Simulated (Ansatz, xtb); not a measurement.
# Ranking isomers of ClH4OSi2+

3 gas-phase structures of ClH4OSi2+, found in a search over its isomers (lower ones may exist). Each was relaxed with GFN2-xTB; where two conformers were screened, the lower at r2SCAN-D4/def2-SVP is listed:

A. `O[SiH+][SiH2]Cl`, a singlet
B. `[SiH2+]O[SiH2]Cl`, a singlet
C. `[SiH3]O[SiH+]Cl`, a singlet

Question: Estimate their order in r2SCAN-D4/def2-SVP energy at these geometries, lowest first.

Answer: Calculated order at r2SCAN-D4/def2-SVP: C (0.0), B (2.6), A (22.3) kcal/mol.

Energies above the lowest of each column, in kcal/mol; the last columns are at B3LYP-D3(BJ)/def2-SVP geometries and were run for some of them only (a dash: not run or not comparable):

| structure | GFN2-xTB | HF/STO-3G | r2SCAN-D4/def2-SVP | B3LYP-D3(BJ)/def2-SVP | CCSD(T)/def2-SVP + ΔMP2/def2-TZVPP |
| --- | --- | --- | --- | --- | --- |
| C | 1.1 | 3.5 | 0.0 | 0.0 | 0.0 |
| B | 0.0 | 0.0 | 2.6 | 2.3 | 2.7 |
| A | 35.8 | 13.0 | 22.3 | – | – |

CCSD(T)/def2-SVP + ΔMP2/def2-TZVPP puts C lowest of those it was run on; GFN2-xTB picks B, HF/STO-3G picks B. Some further structures that were screened fall inside this span and aren't listed. Flexible structures stand in one conformer each, not always the lowest. Frequencies (B3LYP-D3(BJ)/def2-SVP) were run for B, C alone. ΔMP2 is the change of the MP2 energy from the smaller to the larger basis.

Programs: Ansatz 0.2.0, xtb 6.7.1.
